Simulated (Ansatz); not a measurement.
`[SiH3]O[Si]O[SiH3]` + H–F → `F[Si]O[SiH3]` + `O[SiH3]` at 700 K and 1 bar (ligand exchange at the Si–O bond).

Gas-phase electronic energies from Ansatz, PBE0-D4/def2-TZVP geometries. CBS: MP2 limit from def2 TZ/QZ plus the TZ coupled-cluster correction, frozen cores. This one scheme is used for every species. One conformer a species, not always the lowest.

```csv
species,CCSD(T)/CBS energy (Eh),H − E (kJ/mol),S (J/(mol·K))
`[SiH3]O[Si]O[SiH3]`,-1021.32998,248.5,543.3
H–F,-100.39570,45.2,198.5
`F[Si]O[SiH3]`,-755.04483,146.2,431.2
`O[SiH3]`,-366.69042,144.6,321.6
```

H − E and S are ideal-gas, rigid-rotor, harmonic terms from PBE0-D4/def2-TZVP, for one conformer and one mirror image of each species. 1 Eh = 2625.50 kJ/mol, R = 8.31446 J/(mol·K).

Q: By hand: ΔE, ΔH, ΔS and ΔG.

A: ΔE = (-755.04483) + (-366.69042) − (-1021.32998) − (-100.39570) = -0.00957 Eh = -25.1 kJ/mol. Δ(H − E) = 146.2 + 144.6 − 248.5 − 45.2 = -2.9, so ΔH = -28.0 kJ/mol. ΔS = 431.2 + 321.6 − 543.3 − 198.5 = 11.0 J/(mol·K). ΔG = -28.0 − 700 × (11.0)/1000 = -35.7 kJ/mol.

Q: By hand: the equilibrium constant, and the temperature at which ΔG would vanish if ΔH and ΔS stayed fixed.

A: log₁₀ K = −ΔG/(RT ln 10) = 2.7. ΔH and −TΔS have one sign here, so there is no such temperature.

The number of gas molecules stays the same, so ΔS is small and ΔH decides. A doubt of 5 kJ/mol in ΔE shifts log₁₀ K by 0.4 here. Other conformers and mirror images would add mixing entropy, several J/(mol·K) or more a flexible species. Modes under 60 cm⁻¹, often nearly free rotors, make the harmonic entropy too high. These are equilibria of isolated gas molecules and say nothing of rates. Largest T1 diagnostic: 0.014 (customary marks: 0.02 for closed shells, 0.045 for open ones).

ΔS is within the doubt of such terms, so its sign, and with it that verdict, could turn.
